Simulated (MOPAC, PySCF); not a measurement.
H4Sn, SMILES `[SnH4]`, neutral singlet in the gas phase. 

Cartesian coordinates (Å):
```xyz
5

Sn     0.0000     0.0000     0.0000
H      1.3607    -1.0440    -0.0589
H      0.5115     1.6200    -0.2429
H     -1.1121    -0.4396    -1.2307
H     -0.7601    -0.1364     1.5325
```
Charge 0, multiplicity 1.

All levels are single points at this geometry (PBE-D3(BJ)/def2-TZVP); Pople sets use spherical d functions. Orbital energies aren't observables, and empty levels follow the basis.

B3LYP/6-311+G** (LANL2DZ on Sn) in PySCF gives gap (eV) = 9.53.

Q: Estimate the gap (eV) from each of these levels: PBE-D3(BJ)/def2-TZVP in PySCF; M06-2X/6-31G* (LANL2DZ on Sn) in PySCF; HF/6-31G* (LANL2DZ on Sn) in PySCF; PM6 in MOPAC; PM7 in MOPAC.

A: 
| level | gap (eV) |
|---|---|
| PBE-D3(BJ)/def2-TZVP in PySCF | 7.52 |
| M06-2X/6-31G* (LANL2DZ on Sn) in PySCF | 12.05 |
| HF/6-31G* (LANL2DZ on Sn) in PySCF | 15.99 |
| PM6 in MOPAC | 13.45 |
| PM7 in MOPAC | 14.40 |
